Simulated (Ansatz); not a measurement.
```tsv
atom	x (Å)	y (Å)	z (Å)
Si	0.0000	0.0000	0.0000
C	0.0000	0.0000	1.6500
```

Basis set: cc-pVDZ (spherical functions). Correlated methods keep 6 orbitals frozen. Charge 0, multiplicity 1.

Computed with Ansatz (development build ahead of 0.2.0); the reference of a correlated method needn't be the lowest determinant of its kind. Restricted open shells among the atoms or ions are ROHF, correlated in semicanonical orbitals with singles.

Question: Give the atomization energy at this shape (free ground-state atoms in the same class of orbitals less the molecule, no zero-point energy) of singlet SiC by RHF-CCSD(T), RHF-CCSD.

Answer:

| method | atomization energy |
| --- | --- |
| RHF-CCSD(T) | 291.2 kJ/mol |
| RHF-CCSD | 239.6 kJ/mol |

Caution: another spin multiplicity may lie lower; large amplitudes, a single reference is doubtful; no unrestricted run beside it, a lower state can exist; the reference determinant was not shown to be the lowest.
